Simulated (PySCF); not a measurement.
H$_{3}$O$_{4}$Si (SMILES [O][Si](O)(O)O), doublet, geometry from GFN2-xTB; PBE0/6-31G (PySCF).

The PySCF input:
```python
from pyscf import gto, scf, dft

mol = gto.M(
    atom='''
O    -1.00135158    0.75702035    1.02048211
Si   -0.08129137    0.05355563   -0.05845249
O    -0.77421961   -1.10000715   -0.94590338
O     0.86686395    0.91564483   -1.04385610
O     0.88284594   -0.58032016    1.15669842
H    -0.47389586   -1.24570102   -1.83875337
H     1.36877708    1.64234506   -0.68556789
H     0.45008814   -1.08512578    1.84328787
''',
    basis='6-31g',
    spin=1,
    verbose=4,
    symmetry=True,
)

mf = dft.UKS(mol)
mf.xc = 'pbe0'
mf.kernel()
mf.analyze()
```

The log (banner, timings and long lists left out):

```
PySCF version 2.14.0

[INPUT] verbose = 4
[INPUT] num. atoms = 8
[INPUT] num. electrons = 49
[INPUT] charge = 0
[INPUT] spin (= nelec alpha-beta = 2S) = 1
[INPUT] symmetry True subgroup None
[INPUT] Mole.unit = angstrom
[INPUT] Symbol           X                Y                Z      unit          X                Y                Z       unit  Magmom
[INPUT]  1 O     -1.001351580000   0.757020350000   1.020482110000 AA   -1.892280240601   1.430561132222   1.928431702918 Bohr   0.0
[INPUT]  2 Si    -0.081291370000   0.053555630000  -0.058452490000 AA   -0.153618425591   0.101205473129  -0.110459197399 Bohr   0.0
[INPUT]  3 O     -0.774219610000  -1.100007150000  -0.945903380000 AA   -1.463063023168  -2.078712248563  -1.787498328500 Bohr   0.0
[INPUT]  4 O      0.866863950000   0.915644830000  -1.043856100000 AA    1.638135452759   1.730317956074  -1.972602142457 Bohr   0.0
[INPUT]  5 O      0.882845940000  -0.580320160000   1.156698420000 AA    1.668337036784  -1.096646166964   2.185843222517 Bohr   0.0
[INPUT]  6 H     -0.473895860000  -1.245701020000  -1.838753370000 AA   -0.895533386965  -2.354033760891  -3.474740279921 Bohr   0.0
[INPUT]  7 H      1.368777080000   1.642345060000  -0.685567890000 AA    2.586613806782   3.103582365432  -1.295535551896 Bohr   0.0
[INPUT]  8 H      0.450088140000  -1.085125780000   1.843287870000 AA    0.850543316515  -2.050590534905   3.483309243033 Bohr   0.0

nuclear repulsion = 259.652861989384
point group symmetry = C1
symmetry origin: [0. 0. 0.]
symmetry axis x: [1. 0. 0.]
symmetry axis y: [0. 1. 0.]
symmetry axis z: [0. 0. 1.]
num. orbitals of irrep A = 55
number of shells = 33
number of NR pGTOs = 146
number of NR cGTOs = 55
basis = 6-31g
ecp = {}

******** <class 'pyscf.dft.uks.UKS'> ********
method = UKS
initial guess = minao
damping factor = 0
level_shift factor = 0
DIIS = <class 'pyscf.scf.diis.CDIIS'>
diis_start_cycle = 1
diis_space = 8
diis_damp = 0
SCF conv_tol = 1e-09
SCF conv_tol_grad = None
SCF max_cycles = 50
direct_scf = True
direct_scf_tol = 1e-13
number electrons alpha = 25  beta = 24
XC library pyscf.dft.libxc version 7.1.2
    S. Lehtola, C. Steigemann, M. J. T. Oliveira, and M. A. L. Marques,  SoftwareX 7, 1–5 (2018)
XC functionals = pbe0
    C. Adamo and V. Barone,  J. Chem. Phys. 110, 6158 (1999)
    M. Ernzerhof and G. E. Scuseria,  J. Chem. Phys. 110, 5029 (1999)
radial grids:
    Treutler-Ahlrichs [JCP 102, 346 (1995); DOI:10.1063/1.469408] (M4) radial grids

becke partition: Becke, JCP 88, 2547 (1988); DOI:10.1063/1.454033
pruning grids: <function nwchem_prune>
grids dens level: 3
symmetrized grids: True
atomic radii adjust function: <function treutler_atomic_radii_adjust>
small_rho_cutoff = 0
Set gradient conv threshold to 3.16228e-05
tot grids = 104936
init E= -592.388994789794

cycle= 1 E= -591.388812278028  delta_E=    1  |g|= 0.757  |ddm|=    2
cycle= 2 E= -591.242088749716  delta_E= 0.147  |g|= 0.995  |ddm|= 1.43
cycle= 3 E= -591.620712097874  delta_E= -0.379  |g|= 0.132  |ddm|= 0.837
cycle= 4 E= -591.626105088758  delta_E= -0.00539  |g|= 0.0857  |ddm|= 0.156
cycle= 5 E= -591.629064657119  delta_E= -0.00296  |g|= 0.0203  |ddm|= 0.072
cycle= 6 E= -591.629252786561  delta_E= -0.000188  |g|= 0.0106  |ddm|= 0.0213
cycle= 7 E= -591.629345581389  delta_E= -9.28e-05  |g|= 0.00236  |ddm|= 0.0206
cycle= 8 E= -591.629352652442  delta_E= -7.07e-06  |g|= 0.000978  |ddm|= 0.00657
cycle= 9 E= -591.629353482634  delta_E= -8.3e-07  |g|= 0.000404  |ddm|= 0.00148
cycle= 10 E= -591.629354014213  delta_E= -5.32e-07  |g|= 0.000167  |ddm|= 0.00149
cycle= 11 E= -591.629354348674  delta_E= -3.34e-07  |g|= 0.000101  |ddm|= 0.00159
cycle= 12 E= -591.629354461165  delta_E= -1.12e-07  |g|= 8.88e-05  |ddm|= 0.000819
cycle= 13 E= -591.629354537045  delta_E= -7.59e-08  |g|= 5.39e-05  |ddm|= 0.000763
cycle= 14 E= -591.629354594158  delta_E= -5.71e-08  |g|= 3.05e-05  |ddm|= 0.000877
cycle= 15 E= -591.629354613818  delta_E= -1.97e-08  |g|= 1.46e-05  |ddm|= 0.000713
cycle= 16 E= -591.629354614521  delta_E= -7.03e-10  |g|= 1.3e-05  |ddm|= 8.51e-05
Extra cycle  E= -591.629354614462  delta_E= 5.96e-11  |g|= 2.33e-05  |ddm|= 2.95e-05
converged SCF energy = -591.629354614462  <S^2> = 0.75440099  2S+1 = 2.0043962
**** SCF Summaries ****
Total Energy =                        -591.629354614461590
Nuclear Repulsion Energy =             259.652861989384007
One-electron Energy =                -1332.852750053146337
Two-electron Energy =                  481.570533449300797
Two-electron Coulomb Energy =          537.722820689925243
DFT Exchange-Correlation Energy =      -56.152287240624418
**** MO energy ****
                             alpha | beta                alpha | beta
MO #1   energy= -66.3933293291175  | -66.39361169257    occ= 1 | 1
MO #2   energy= -19.2805936452594  | -19.2579244724102  occ= 1 | 1
MO #3   energy= -19.2587352816348  | -19.2535679779267  occ= 1 | 1
MO #4   energy= -19.2535490009998  | -19.2526050595378  occ= 1 | 1
MO #5   energy= -19.2495939771192  | -19.2493449160168  occ= 1 | 1
MO #6   energy= -5.47700889337743  | -5.47741079140619  occ= 1 | 1
MO #7   energy= -3.81140581251462  | -3.81190236074152  occ= 1 | 1
MO #8   energy= -3.81013358747579  | -3.8104870546408   occ= 1 | 1
MO #9   energy= -3.80963861930926  | -3.81012945272634  occ= 1 | 1
MO #10  energy= -1.11908373896495  | -1.10913601250724  occ= 1 | 1
MO #11  energy= -1.07708867003705  | -1.06936132424792  occ= 1 | 1
MO #12  energy= -1.06959790039403  | -1.06410595986589  occ= 1 | 1
MO #13  energy= -1.04105103946536  | -0.985739814632945 occ= 1 | 1
MO #14  energy= -0.642412810935294 | -0.639300791329389 occ= 1 | 1
MO #15  energy= -0.5821198670214   | -0.581421784009136 occ= 1 | 1
MO #16  energy= -0.574237718053847 | -0.568015511543218 occ= 1 | 1
MO #17  energy= -0.47735001939273  | -0.448946371558727 occ= 1 | 1
MO #18  energy= -0.453503039893432 | -0.417256652224821 occ= 1 | 1
MO #19  energy= -0.41561507147425  | -0.401727423043407 occ= 1 | 1
MO #20  energy= -0.40194433391006  | -0.395395438413894 occ= 1 | 1
MO #21  energy= -0.392985876010044 | -0.371127448107777 occ= 1 | 1
MO #22  energy= -0.375438108726216 | -0.358726256854005 occ= 1 | 1
MO #23  energy= -0.372679658325138 | -0.357851429580409 occ= 1 | 1
MO #24  energy= -0.359731181634821 | -0.337464755956199 occ= 1 | 1
MO #25  energy= -0.349022896648406 | -0.176447360037458 occ= 1 | 0
MO #26  energy= 0.0146760881762034 | 0.017574462233428  occ= 0 | 0
MO #27  energy= 0.0778611051798643 | 0.0807710041815661 occ= 0 | 0
MO #28  energy= 0.0802296270773517 | 0.0859917384155049 occ= 0 | 0
MO #29  energy= 0.108557834981333  | 0.114440225105738  occ= 0 | 0
MO #30  energy= 0.167498667838168  | 0.170693495714569  occ= 0 | 0
MO #31  energy= 0.183378421083717  | 0.186355732091987  occ= 0 | 0
MO #32  energy= 0.199242129663723  | 0.202524054460308  occ= 0 | 0
MO #33  energy= 0.276765494621247  | 0.279760720260745  occ= 0 | 0

To work with the spin densities directly, `use mulliken_meta_spin()` only printing them here.

 ** Mulliken spin pop alpha/beta on meta-lowdin orthogonal AOs **
 ** Mulliken Spin Density (per AO)  **
spin_pop of  0 O 1s       -0.00000
spin_pop of  0 O 2s        0.00789
spin_pop of  0 O 3s       -0.00053
spin_pop of  0 O 2px       0.45511
spin_pop of  0 O 2py       0.12732
spin_pop of  0 O 2pz       0.25599
spin_pop of  0 O 3px      -0.00020
spin_pop of  0 O 3py      -0.00036
spin_pop of  0 O 3pz      -0.00048
spin_pop of  1 Si 1s        0.00000
spin_pop of  1 Si 2s       -0.00000
spin_pop of  1 Si 3s       -0.00804
spin_pop of  1 Si 4s       -0.00070
spin_pop of  1 Si 2px       0.00000
spin_pop of  1 Si 2py       0.00000
spin_pop of  1 Si 2pz      -0.00000
spin_pop of  1 Si 3px      -0.00512
spin_pop of  1 Si 3py      -0.00720
spin_pop of  1 Si 3pz      -0.01560
spin_pop of  1 Si 4px      -0.00047
spin_pop of  1 Si 4py      -0.00043
spin_pop of  1 Si 4pz      -0.00067
spin_pop of  2 O 1s       -0.00000
spin_pop of  2 O 2s       -0.00075
spin_pop of  2 O 3s       -0.00022
spin_pop of  2 O 2px       0.00176
spin_pop of  2 O 2py       0.00769
spin_pop of  2 O 2pz       0.00010
spin_pop of  2 O 3px      -0.00007
spin_pop of  2 O 3py      -0.00014
spin_pop of  2 O 3pz      -0.00007
spin_pop of  3 O 1s        0.00000
spin_pop of  3 O 2s       -0.00045
spin_pop of  3 O 3s       -0.00018
spin_pop of  3 O 2px       0.00223
spin_pop of  3 O 2py       0.00048
spin_pop of  3 O 2pz      -0.00214
spin_pop of  3 O 3px      -0.00010
spin_pop of  3 O 3py      -0.00009
spin_pop of  3 O 3pz      -0.00010
spin_pop of  4 O 1s       -0.00000
spin_pop of  4 O 2s        0.00110
spin_pop of  4 O 3s       -0.00015
spin_pop of  4 O 2px       0.09705
spin_pop of  4 O 2py       0.08929
spin_pop of  4 O 2pz       0.00644
spin_pop of  4 O 3px      -0.00066
spin_pop of  4 O 3py      -0.00048
spin_pop of  4 O 3pz      -0.00027
spin_pop of  5 H 1s       -0.00085
spin_pop of  5 H 2s       -0.00006
spin_pop of  6 H 1s       -0.00004
spin_pop of  6 H 2s       -0.00001
spin_pop of  7 H 1s       -0.00589
spin_pop of  7 H 2s        0.00006
 ** Mulliken Spin Density (per atom)  **
spin density of  0 O =      0.84476
spin density of  1 Si =     -0.03823
spin density of  2 O =      0.00831
spin density of  3 O =     -0.00036
spin density of  4 O =      0.19231
spin density of  5 H =     -0.00091
spin density of  6 H =     -0.00005
spin density of  7 H =     -0.00582
 ** Mulliken pop alpha/beta on meta-lowdin orthogonal AOs **
 ** Mulliken pop       alpha | beta **
In total            25.00000 | 24.00000
 ** Mulliken atomic charges   ( Nelec_alpha | Nelec_beta ) **
charge of  0O =     -0.48974  (     4.66725      3.82249 )
charge of  1Si =      1.48266  (     6.23955      6.27779 )
charge of  2O =     -0.70070  (     4.35451      4.34620 )
charge of  3O =     -0.70881  (     4.35423      4.35459 )
charge of  4O =     -0.65623  (     4.42427      4.23196 )
charge of  5H =      0.35912  (     0.31998      0.32089 )
charge of  6H =      0.35782  (     0.32106      0.32112 )
charge of  7H =      0.35588  (     0.31915      0.32497 )
Dipole moment(X, Y, Z, Debye):  1.10629, -0.07472, -0.94428
```
